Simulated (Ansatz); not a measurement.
Consider the ligand exchange at the Al–C bond: `CO[CH2][AlH][F]` + `C=C(O)[SiH3]` → `C=C([SiH3])[O][AlH][F]` + `COC`.

Calculated with Ansatz (gas phase, PBE0-D4/def2-TZVP geometries, no zero-point term in ΔE). CCSD(T)/CBS is the MP2 limit (def2-TZVPP, def2-QZVPP) plus CCSD(T) − MP2 in def2-TZVPP, frozen cores. Functionals use def2-TZVPP. B3LYP here is the variant with VWN-RPA as its local correlation; programs differ in this. One conformer a species, not always the lowest.

```tsv
level	ΔE (kJ/mol)
B3LYP-D4	-162.3
ωB97X-V	-157.8
PBE	-142.2
MP2/CBS(def2)	-165.2
```

Task: What does CCSD(T)/CBS give? (An estimate is asked.)

Result: Ansatz gave: -160.9 kJ/mol. The listed levels differ from it by -1.4, 3.1, 18.7, -4.3 kJ/mol.

Largest T1 diagnostic among the species: 0.013.

In def2-TZVPP, CCSD(T) changes the Hartree–Fock value by +19.3 kJ/mol (the triples alone add +3.0 kJ/mol) and MP2 by +14.9 kJ/mol. From PBE to PBE0 (25 % exact exchange), in def2-TZVPP and without D4, ΔE moves by −8.1 kJ/mol.
